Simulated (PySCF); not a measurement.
Structure problem from calculated spectra and properties.

Formula: C3H11ClO2Si2.

| Property | Result |
| --- | --- |
| 1H NMR | chemical shifts (computed TMS as zero) by class: 5.47 (2 H), 4.91 (2 H), 4.78 (1 H), 1.32 (6 H) ppm [GIAO PBE0/pcSseg-1] |
| 13C NMR | chemical shifts (computed TMS as zero) by class: 70.0 (1 C), 26.7 (2 C) ppm [GIAO PBE0/pcSseg-1] |
| Rotational structure | rotational constants A, B, C: 1.571, 0.773, 0.584 GHz [GFN2-xTB] |
| Dipole | 0.34 D [PBE0/pcSseg-1] |
| NMR, other nuclei | isotropic shieldings of nuclei other than C and H, by class: 241 (1 O), 246 (1 O), 380 (1 Si), 400 (1 Si), 904 (1 Cl) ppm [GIAO PBE0/pcSseg-1] |

The electronic properties come from PySCF, for the isolated species, density fitting. Levels stand in brackets. One conformer (not necessarily the lowest) at the GFN2-xTB geometry, without solvent, vibrations or thermal averaging. NMR values are class means; diastereotopic atoms form classes of their own.

Task: Give a SMILES that accounts for the data.

Result: Numbering: `[CH3:1][CH:2]([CH3:3])[O:4][SiH2:5][O:6][SiH2:7][Cl:8]`. Its formula, C3H11ClO2Si2, gives 0 degrees of unsaturation, so no ring and no π bond. 3 carbons fall into 2 classes; from least to most shielded: sp3 carbon bound to oxygen [C2] (70.0 ppm), methyl carbon [C1/C3] (26.7 ppm, 2 C). Hydrogen classes from least to most shielded: 2 H on a chlorine-bound silicon, Si7 (5.47 ppm), 2 H on an oxygen-bound silicon, Si5 (4.91 ppm), 1 H on an sp3 carbon bound to oxygen, C2 (4.78 ppm), 6 H on 2 methyl carbons, C1/C3 (1.32 ppm, a mean of values up to 0.7 ppm apart in this geometry). The other shieldings belong to: 241 ppm, silyl ether oxygen [O4]; 246 ppm, siloxane oxygen [O6]; 380 ppm, chlorine-bound silicon [Si7]; 400 ppm, oxygen-bound silicon [Si5]; 904 ppm, silicon-bound chlorine [Cl8]. The optimised geometry has point group C1 and is an asymmetric top. Structure: `[SiH2](OC(C)C)O[SiH2]Cl`. Computed isomers that give other values at the same levels: `CCO[C@@H](O[SiH3])[SiH2]Cl` (13C chemical shifts (computed TMS as zero) by class: 102.2 (1 C), 69.9 (1 C), 17.5 (1 C) ppm); `C[SiH2]O[C@H](CCl)O[SiH3]` (13C chemical shifts (computed TMS as zero) by class: 98.9 (1 C), 54.9 (1 C), -3.4 (1 C) ppm); `CC(C)O[Si@@H](O)[SiH2]Cl` (13C chemical shifts (computed TMS as zero) by class: 66.1 (1 C), 28.0 (1 C), 27.4 (1 C) ppm). The assignments are read from this structure; whether some other isomer fits the data as well wasn't checked.

The values belong to the conformer `[CH3:1][CH:2]([CH3:3])[O:4][SiH2:5][O:6][SiH2:7][Cl:8]`: C1–C2–O4–Si5 168°, C2–O4–Si5–O6 51°, O4–Si5–O6–Si7 14°, Si5–O6–Si7–Cl8 -44°.
